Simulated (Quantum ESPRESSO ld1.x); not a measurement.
Task: All-electron atom: the gallium ion Ga+ in [Ar] 3d8 4s2 4p2 (not the ground configuration). Method: Dirac Kohn-Sham, BLYP, spin-unpolarised, spherical densities, point nucleus; open shells fill j = l - 1/2 first; computed with ld1.x of Quantum ESPRESSO 7.5.

Spin-orbit splittings of the eigenvalues, e(l+1/2) - e(l-1/2), with zeta = 2 splitting/(2l+1) and mean radii in bohr:

| shell | occ. | splitting (eV) | zeta (eV) | <r> j=l-1/2 | <r> j=l+1/2 |
|---|---|---|---|---|---|
| 2p | 6 | 27.65 | 18.44 | 0.1883 | 0.1918 |
| 3p | 6 | 3.793 | 2.529 | 0.6575 | 0.6674 |
| 3d | 8 | ? | ? | 0.7265 | 0.7307 |
| 4p | 2 | 0.2793 | 0.1862 | 2.389 | 2.424 |

Estimate the 3d splitting.

Result: 0.5326 eV (zeta = 0.2130 eV).
